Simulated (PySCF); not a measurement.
Species: C5H6ClF.
Structure used (GFN2-xTB), in Å, numbered top down from 1:
```
atom  x, y, z in Å
F1     1.385    1.910    0.451
C2     1.291    0.553    0.384
C3     1.164   -0.076   -0.979
C4     0.016   -0.062   -0.034
C5    -0.964   -1.028    0.526
C6    -1.421    0.278   -0.077
Cl7   -2.053    1.525    0.991
H8     1.902    0.101    1.157
H9     1.127    0.593   -1.826
H10    1.680   -1.005   -1.165
H11   -1.020   -1.131    1.599
H12   -1.169   -1.938   -0.020
H13   -1.943    0.279   -1.025
```

The closed-shell SCF was solved with PySCF and density fitting under several settings on one GFN2-xTB geometry (grid level 2 and gas phase unless stated).

| settings | basis functions | SCF cycles | E (Eh) | HOMO (eV) | LUMO (eV) | dipole (D) |
| --- | --- | --- | --- | --- | --- | --- |
| PBE0/pcSseg-1 | 156 | 13 | -753.5771 | -7.76 | 0.79 | 3.25 |
| PBE0/def2-SVPD | 198 | 13 | -753.2968 | -7.83 | 0.51 | 3.37 |

Q: Estimate the rows for these settings: (1) B97-2/def2-SVPD, IEF-PCM chloroform, damping 0.3 at the start, DIIS from the seventh cycle; (2) PBE0/MINI, IEF-PCM dichloromethane, energy threshold 1e-06 Eh, start guess vsap.

A: 
```csv
settings,basis functions,SCF cycles,E (Eh),HOMO (eV),LUMO (eV),dipole (D)
"B97-2/def2-SVPD, IEF-PCM chloroform, damping 0.3 at the start, DIIS from the seventh cycle",198,12,-753.7201,-7.55,0.44,4.17
"PBE0/MINI, IEF-PCM dichloromethane, energy threshold 1e-06 Eh, start guess vsap",45,7,-749.1184,-9.12,-0.01,2.89
```

Q: Over all rows, what range does the HOMO–LUMO gap span?

A: From 7.99 eV (B97-2/def2-SVPD, IEF-PCM chloroform, damping 0.3 at the start, DIIS from the seventh cycle) to 9.11 eV (PBE0/MINI, IEF-PCM dichloromethane, energy threshold 1e-06 Eh, start guess vsap). The functional of the narrowest has 21 % exact exchange, that of the widest 25 % exact exchange.

Q: Compare two rows with the functional PBE0: PBE0/pcSseg-1 and PBE0/def2-SVPD. Which energy is lower, and by how much?

A: PBE0/pcSseg-1 (156 functions) lies 0.2803 Eh or 176 kcal/mol below PBE0/def2-SVPD (198 functions). The smaller set gives the lower energy; the two sets aren't nested, so the variational bound doesn't order them by size.

Whole jobs, the steps after the SCF included, on an Arm Neoverse V1 with one thread, no GPU, shared host:

```tsv
settings	work after the SCF	wall time	peak memory
PBE0/pcSseg-1	shieldings, ring-centre shieldings, charges and field gradients, density and orbital grids written	21 s	0.73 GiB
PBE0/def2-SVPD	6 singlets by full TDDFT, 2 Tamm–Dancoff triplets, polarisability, density and orbital grids written	30 s	0.82 GiB
B97-2/def2-SVPD, IEF-PCM chloroform, damping 0.3 at the start, DIIS from the seventh cycle	25 singlets by full TDDFT, 2 Tamm–Dancoff triplets, polarisability	48 s	0.85 GiB
PBE0/MINI, IEF-PCM dichloromethane, energy threshold 1e-06 Eh, start guess vsap	shieldings, ring-centre shieldings	3.8 s	0.51 GiB
```

Cycle counts include a coarse-grid stage where the run had one. The species at its GFN2-xTB geometry.
